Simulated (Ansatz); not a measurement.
`SC1O[SiH2][SiH2]1` + H–F → `FC1O[SiH2][SiH2]1` + H₂S  (substitution at a C–S bond)

Program: Ansatz. Geometries: PBE0-D4/def2-TZVP. ΔE: electronic, gas phase. CCSD(T)/CBS is the MP2 limit (def2-TZVPP, def2-QZVPP) plus CCSD(T) − MP2 in def2-TZVPP, frozen cores. This one scheme is used for every species. Functionals use def2-TZVPP. Each species was taken in one conformer, which may not be the lowest.

`SC1O[SiH2][SiH2]1`:

Z-matrix (Å, degrees):
```
C
O 1 1.436
S 1 1.799 2 113.7
Si 1 1.938 2 100.7 3 -117.4
H 1 1.091 2 108.3 3 121.6
Si 2 1.680 1 106.9 3 107.8
H 3 1.346 1 97.3 2 64.9
H 4 1.485 1 115.0 2 125.4
H 4 1.486 1 113.0 2 -107.3
H 6 1.486 2 111.0 1 127.9
H 6 1.487 2 113.2 1 -110.3
```

H–F:

```xyz
2

F     0.025    0.259    0.379
H    -0.025   -0.259   -0.379
```

`FC1O[SiH2][SiH2]1`:

```xyz
10

F    -1.919   -0.563   -0.869
C    -0.854   -0.870   -0.042
O    -0.876   -0.020    1.074
Si    0.282    1.181    0.805
Si    0.830   -0.336   -0.864
H    -1.002   -1.902    0.288
H    -0.322    2.497    0.468
H     1.135    1.350    2.008
H     0.788   -0.060   -2.322
H     1.938   -1.276   -0.546
```

H₂S:

Cartesian coordinates in Å:
```
S 0.596 -0.028 0.166
H -0.085 0.697 -0.734
H -0.511 -0.669 0.568
```

| level | ΔE (eV) |
| --- | --- |
| ωB97M-V | 0.13 |
| MP2/CBS(def2) | 0.43 |

**Question.** What does CCSD(T)/CBS give? (Estimate.)

**Answer.** Computed: +0.28 eV. The listed levels differ from it by -0.15, 0.15 eV.

Largest T1 diagnostic among the species: 0.014.

The D4 term adds +0.12 eV with B3LYP and +0.07 eV with PBE0; it sums over pairs of atoms, weighted by their polarisabilities, and B3LYP, whose exchange is more repulsive, gets the larger term. In def2-TZVPP, CCSD(T) changes the Hartree–Fock value by +0.27 eV (the triples alone add +0.04 eV) and MP2 by +0.41 eV.

B3LYP here is the variant with VWN-RPA as its local correlation; programs differ in this.
